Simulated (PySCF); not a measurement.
F3Ge (SMILES [F][Ge]([F])[F]), doublet, at a GFN2-xTB geometry. Base run: HF/6-31G (PySCF).

PySCF was given this input:
```python
from pyscf import gto, scf

mol = gto.Mole()
mol.atom = '''
    F    -1.034034   -1.262326   -0.413136
    Ge    0.002856    0.009445    0.381250
    F     1.595920   -0.278150   -0.457217
    F    -0.572039    1.506892   -0.485203
'''
mol.basis = '6-31g'
mol.charge = 0
mol.spin = 1
mol.verbose = 4
mol.build()

mf = scf.UHF(mol)
mf.kernel()
mf.analyze()
```

Variants of this job, named by their change:

```tsv
change	ΔE vs base (mEh)	fitting functions	dipole (D)
base	0.000	-	5.05
auxbasis = def2-universal-jkfit	0.184	497	5.05
only_dfj = on; auxbasis = def2-universal-jfit	-0.369	205	5.05
auxbasis = def2-svp-ri	-1396.7	271	5.08
auxbasis = even-tempered beta=3.0	-9.888	334	5.06
exchange = seminumerical (SGX) (with mf = sgx.sgx_fit(mf, auxbasis='def2-universal-jfit'); with mf.with_df.dfj = True)	-0.356	205	5.05
auxbasis = default (with mf = mf.density_fit())	541.3	381	5.03
auxbasis = def2-tzvp-ri	-2389.5	387	5.06
auxbasis = def2-universal-jfit	18258.9	205	5.05
auxbasis = autoaux	0.753	530	5.06
```

A fitting set is made for a task (jfit for Coulomb, jkfit for Coulomb and exchange, ri for correlation) and for a family of orbital bases.

Open shells are given as the SCF converged; they aren't shown to be the lowest states, and a large step between rows can be another state.
